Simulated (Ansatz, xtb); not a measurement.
# Two isomers of C4H3FN2

We compare a, `Fc1ccncn1`, a singlet, with b, `Fc1cnccn1`, a singlet. Both are isolated molecules in the gas phase, relaxed with B3LYP-D3(BJ)/def2-SVP.

Quicker runs give these differences E(b) − E(a): GFN2-xTB +26.3 kJ/mol; HF/STO-3G +16.0 kJ/mol (at GFN2-xTB geometries); r2SCAN-D4/def2-SVP +25.0 kJ/mol (at GFN2-xTB geometries).

Question: Estimate E(b) − E(a) at the level CCSD(T)/def2-SVP + ΔMP2/def2-TZVPP.

Answer: Calculated at CCSD(T)/def2-SVP + ΔMP2/def2-TZVPP: E(b) − E(a) = +26.9 kJ/mol, so structure a lies lower.

How the difference moves with the method:

```
                             level               geometry  E(b) − E(a) (kJ/mol)  departure from the last row (kJ/mol)  job, with rough time for the two
                          GFN2-xTB               GFN2-xTB                   +26.3                                  −0.6              optimisation, 0.18 s
                         HF/STO-3G               GFN2-xTB                   +16.0                                 −10.8              single point, 0.52 s
                r2SCAN-D4/def2-SVP               GFN2-xTB                   +25.0                                  −1.9               single point, 3.6 s
             B3LYP-D3(BJ)/def2-SVP  B3LYP-D3(BJ)/def2-SVP                   +23.2                                  −3.7                optimisation, 30 s
                       HF/def2-SVP  B3LYP-D3(BJ)/def2-SVP                   +38.1                                 +11.2           part of the CCSD(T) run
                      MP2/def2-SVP  B3LYP-D3(BJ)/def2-SVP                   +21.8                                  −5.1           part of the CCSD(T) run
                  CCSD(T)/def2-SVP  B3LYP-D3(BJ)/def2-SVP                   +25.6                                  −1.2                      single point
CCSD(T)/def2-SVP + ΔMP2/def2-TZVPP  B3LYP-D3(BJ)/def2-SVP                   +26.9                                                      single point, 50 s
```

As drawn, both hold the same kinds of bond in the same numbers.

None of the levels shown reverses the order. The largest departure from CCSD(T)/def2-SVP + ΔMP2/def2-TZVPP is that of HF/def2-SVP, 11.2 kJ/mol. The last row adds to CCSD(T) the change of the MP2 difference between the two basis sets, here +1.2 kJ/mol.

With thermal terms from frequencies at re-optimised GFN2-xTB minima (ideal gas, soft modes damped towards free rotors, one conformer each, 298.15 K, 1 atm): the zero-point term adds −0.9 kJ/mol; ΔH is +26.1 and ΔG +25.8 kJ/mol.

The correlated steps freeze 7 core orbitals. Codes used: Ansatz 0.2.0, xtb 6.7.1; the last row on 2 threads of Intel(R) Xeon(R) Processor on a shared host.
